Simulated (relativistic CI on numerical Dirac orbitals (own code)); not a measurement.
## As3+: what numerical and physical settings do to a radial Dirac CI calculation

Reference input:

```
atom As  Z=33  charge=3  electrons=30
nucleus A=75  rms_radius_fm=4.0968
hamiltonian dirac-coulomb  breit=on  qed=on  c_scale=1
orbitals kli  potential=per-configuration
slater_scale 1
correlation none
mixing on
grid step=0.0125 r_max=37.3
scf mixing=0.4 start=green max_iterations=150 tolerance=2e-08 node_fill=0.05
configurations
  [Ar] 3d10 4s2
  [Ar] 3d10 4s 4p
  [Ar] 3d10 4p2
  [Ar] 3d10 4s 4d
  [Ar] 3d10 4s 4f
end
```

Computed lowest total energy -2255.74975 Ha, first excitation 72430.0 cm⁻¹, 59 SCF steps. Runs with settings changed; * marks those that are bad on purpose (the QED terms keep the true α when c is scaled):

```
                                                     Changed    Outcome  Lowest level   ΔE (Ha)  First excitation (cm⁻¹)  SCF steps                                                       Message
                      start potential bare, Slater scale 0.5  converged       4s² ¹S0    0.0256                  72745.0         89                                                              
                grid step 0.02, start potential thomas-fermi  converged       4s² ¹S0  7.89e-05                  72430.0         52                                                              
    SCF tolerance 1e-05, grid step 0.03, speed of light × 10  converged       4s² ¹S0      23.8                  70630.6         50                                                              
end of the grid at 26.11 bohr, Breit term off, QED terms off  converged       4s² ¹S0     -1.76                  72505.1         59                                                              
                                                  charge 4 *    refused                                                           0  configuration [Ar] 3d10 4s2 has 30 electrons, the ion has 29
                                      speed of light × 0.4 *  converged       4s² ¹S0      -155                  86182.3         60
```

With so few configurations and no correlation, terms lie too far apart (by 10 to 50 % near neutrality), their order can be wrong, and levels of other configurations are missing.
